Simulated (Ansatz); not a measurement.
Input and output for C4H15GeNSi (`CC(C)(C)[N]([SiH3])[GeH3]`).

```yaml
crystal:
  periodic: [false, false, false]
  atoms:
    - {symbol: C, position_ang: [-0.695924, -1.737543, 0.305317]}
    - {symbol: C, position_ang: [-0.583019, -0.216725, 0.248048]}
    - {symbol: C, position_ang: [-1.635777, 0.331991, -0.714347]}
    - {symbol: C, position_ang: [-0.836216, 0.326445, 1.650840]}
    - {symbol: N, position_ang: [0.772748, 0.167490, -0.216395]}
    - {symbol: Si, position_ang: [1.631014, -0.828550, -1.334867]}
    - {symbol: Ge, position_ang: [1.398463, 1.862780, 0.182689]}
    - {symbol: H, position_ang: [-1.689629, -2.024815, 0.655854]}
    - {symbol: H, position_ang: [-0.559204, -2.192546, -0.680286]}
    - {symbol: H, position_ang: [0.046102, -2.159663, 0.986123]}
    - {symbol: H, position_ang: [-1.582454, 1.421790, -0.767341]}
    - {symbol: H, position_ang: [-1.478306, -0.064855, -1.719839]}
    - {symbol: H, position_ang: [-2.643710, 0.057434, -0.391677]}
    - {symbol: H, position_ang: [-0.074463, -0.029152, 2.348049]}
    - {symbol: H, position_ang: [-1.813747, -0.002947, 2.009891]}
    - {symbol: H, position_ang: [-0.839782, 1.419954, 1.670753]}
    - {symbol: H, position_ang: [2.827038, -0.069088, -1.777025]}
    - {symbol: H, position_ang: [0.819910, -1.177268, -2.539154]}
    - {symbol: H, position_ang: [2.094075, -2.117057, -0.748141]}
    - {symbol: H, position_ang: [1.811767, 1.963175, 1.663409]}
    - {symbol: H, position_ang: [2.615093, 2.121353, -0.713063]}
    - {symbol: H, position_ang: [0.306718, 2.917601, -0.090241]}
basis:
  gaussian: {orbitals: cc-pVDZ, nuclear_model: gaussian}
hamiltonian: {xc: {name: B2GP-PLYP}}
scf: {lower_state_search: light}
```

```sh
$ ansatz run in.yaml --threads 4 --pin off --events-out ev --progress --plain --max-ram 66560MiB --backend cpu
```

Shortened log:

```
Functional definition: B2GP-PLYP
1812 factors; integrals over basis functions are off by at most 1.2e-3 eV
mean field evaluation 1: about -70232.2994 eV, gradient 4.9e1 eV
mean field evaluation 2: about -70232.4541 eV, gradient 4.9e1 eV
mean field evaluation 4: about -70238.2318 eV, gradient 7.9e0 eV
mean field evaluation 8: about -70238.3703 eV, gradient 3.2e-1 eV
mean field evaluation 16: about -70238.3705 eV, gradient 7.3e-5 eV
mean field -70238.37050572 eV, -2581.2125068077 hartree, gradient 4.5e-6 eV, S^2 0.000000; 0 other end points of the search recorded, 0 dependent functions left out
19 core orbitals not correlated: weight in the atoms' cores, before any rotation towards them, 1.000 or more for the frozen orbitals, at most 0.000 for the correlated occupied ones
reference -70238.37066522 eV, -2581.2125126693 hartree; 27, 27 occupied and 144, 144 virtual orbitals, 1812 factors
second order -31.22484179 eV of doubles, -0.00000000 eV of singles
Total energy: -70249.61160827 eV, -2581.6256097069 hartree
```

It took 6 s on 4 threads of an AMD EPYC 7R13 on a shared host, with 0.7 GiB of host memory at the peak.
